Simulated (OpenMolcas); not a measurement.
## Si+: effect of the basis set

```
Program             : OpenMolcas 26.06
Method              : SS-RASPT2, IPEA 0.25 Eh, imaginary shift 0.1 Eh (closed shells correlated: 2s 2p)
Active space        : 3 electrons in 9 orbitals (RAS2 3s 3p; RAS3 3d, at most 2 electrons)
State averaging     : 2S+1 = 4 odd, 1 root; 2S+1 = 2 odd, 8 roots; 2S+1 = 4 even, 3 roots; 2S+1 = 2 even, 9 roots
Spin-orbit coupling : state interaction with AMFI integrals over the reference wave functions, term energies averaged over their components
```

A. ANO-RCC-VTZP [5s4p2d1f], DKH2, point nucleus; CASPT2 step roughly 10 core-seconds
B. ANO-R2 [5s4p3d1f], X2C, finite nucleus; CASPT2 step of the order of 9 core-seconds
C. ANO-RCC-VQZP [6s5p3d2f1g], DKH2, point nucleus; CASPT2 step of the order of 11 core-seconds
D. ANO-RCC [8s7p5d4f2g], DKH2, point nucleus; CASPT2 step of the order of 28 core-seconds

Energies in cm⁻¹ above 3s² 3p ²P°_1/2, the measured ground level; measured values from NIST Handbook of Basic Atomic Spectroscopic Data.

```tsv
Level	A	B	C	D	Measured
3s² 3p ²P°_1/2	0.0	0.0	0.0	0.0	0.0
3s² 3p ²P°_3/2	250	257	256	256	287
3s 3p² ⁴P_1/2	41484	41837	41847	42511	42824
3s 3p² ⁴P_3/2	41572	41927	41936	42600	42933
3s 3p² ⁴P_5/2	41717	42075	42083	42748	43108
3s 3p² ²D_3/2	54851	55866	54645	55138	55309
3s 3p² ²D_5/2	54858	55873	54652	55146	55325
3s 3p² ²S_1/2	76962	76897	76541	76674	76665
```

Deviations, from unrounded energies. A percentage is the sum of absolute deviations over the sum of measured energies, with the sign that they share, or ± where signs differ.

```
                  Against measurement  Levels      A      B      C      D
       mean absolute deviation (cm-1)       7    760    630    640    200
fine structure of the ground term (%)       1  -13.0  -10.5  -11.0  -10.7
             other configurations (%)       6   ±1.7   ±1.4   -1.4   ±0.4
```

D lies closest to measurement on these levels and A furthest from it. The largest miss of D in the table is 3s 3p² ⁴P_5/2, by -360 cm-1. The ranking rests on the paired levels alone, and a cruder setting can come out closer through cancelling errors.

Among A to D the level of the table that moves most is 3s 3p² ²D_5/2, by 1200 cm-1 (lowest in C, highest in B).

Some terms mix strongly with configurations of 3d, whose occupation reaches 0.26 (3s 3p² ²D) (figures for A; the like holds for B, C, D). The run also gave levels led by 3s 3p 3d, which use shells meant for correlation; these and all levels above them are left out (holds for A; C; D). Active for correlation alone: 3d; no level in the range computed is led by a configuration that fills it, so any true level of that kind is missing (holds for B). Computed and measured levels are paired by configuration, term and J; levels that our copy of the source lacks, or whose pairing is in doubt (as where it misses far off the trend of its configuration), stay unpaired and out of the deviations. Levels of configurations outside the active space are missing. Levels that lie high or do not pair safely by name in every column are left out.

° marks odd parity.
